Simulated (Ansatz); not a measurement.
Job for Ansatz (a first-principles code): R-wB97M-V/def2-TZVPP on HIPb (SMILES [I][PbH]), atoms moved off the minimum. Elements past Kr take the def2 small-core potentials; no spin–orbit coupling.

Ansatz 0.2 input:
```yaml
crystal:
  periodic: [false, false, false]
  atoms:
    - {symbol: Pb, position_ang: [-0.61675274, -0.51671629, 0.66557179]}
    - {symbol: H, position_ang: [-1.84753677, -1.14401980, -0.47784328]}
    - {symbol: I, position_ang: [1.02032205, 0.67153751, -1.19283567]}
basis:
  gaussian:
    orbitals: def2-TZVPP
hamiltonian:
  xc: {name: wB97M-V}
scf: {lower_state_search: off}
output: {forces: true}
```

Q: Give the final energy of this run.

A: -491.1220 hartree.
